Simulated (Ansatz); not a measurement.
C5H5 (SMILES [C]1=CCC=C1), doublet, geometry from GFN2-xTB; CASSCF(3,3)/6-31G (Ansatz, an electronic-structure program).

Input for Ansatz:
Ansatz 0.2 input:
```yaml
crystal:
  periodic: [false, false, false]
  atoms:
    - {symbol: C, position_ang: [0.63247678, 1.00549904, -0.40434243]}
    - {symbol: C, position_ang: [-0.64758030, 1.06107182, -0.07148220]}
    - {symbol: C, position_ang: [-1.05207362, -0.33036410, 0.36090121]}
    - {symbol: C, position_ang: [0.21810207, -1.11111415, 0.19911263]}
    - {symbol: C, position_ang: [1.19508834, -0.30933061, -0.25098041]}
    - {symbol: H, position_ang: [-1.32268032, 1.89341165, -0.08241413]}
    - {symbol: H, position_ang: [-1.40418739, -0.33547311, 1.39418448]}
    - {symbol: H, position_ang: [-1.85338050, -0.72164903, -0.26877166]}
    - {symbol: H, position_ang: [0.28980939, -2.16028924, 0.42338536]}
    - {symbol: H, position_ang: [2.21435925, -0.57057233, -0.46563683]}
basis:
  gaussian:
    orbitals: 6-31G
hamiltonian:
  xc: hf
correlation: {active_space: {window: {electrons: 3, orbitals: 3}}}
magnetization: {spin_polarized: false, initial_magnetization: 1}
```

Output, abridged:

```
Functional definition: HF
795 factors; integrals over basis functions are off by at most 2.4e-4 eV
mean field evaluation 1: about -5223.8013 eV, gradient 2.3e1 eV
mean field evaluation 2: about -5223.8111 eV, gradient 2.3e1 eV
mean field evaluation 4: about -5226.2164 eV, gradient 2.4e0 eV
mean field evaluation 8: about -5226.2403 eV, gradient 4.3e-5 eV
mean field evaluation 16: about -5224.0275 eV, gradient 1.7e0 eV
mean field evaluation 32: about -5224.0778 eV, gradient 4.4e-3 eV
mean field -5226.23999249 eV, -192.0607772512 hartree, gradient 1.9e-6 eV, S^2 0.750000; 3 other end points of the search recorded, 0 dependent functions left out
reference -5226.23999249 eV, -192.0607772512 hartree; 18, 17 occupied and 37, 38 virtual orbitals, 795 factors
state -5227.07647888 eV, -192.0915175591 hartree
2 active orbitals were swapped for others, from the solution at -5226.99588549 eV, -192.0885558066 hartree to that at -5227.07647888 eV, -192.0915175591 hartree; typed "places" are swapped only where nearly empty or full, and so, without "given_window_search", are "orbital_numbers", "shells" and a window whose orbitals a file names under [Active]
Total energy: -5227.07647888 eV, -192.0915175591 hartree
```
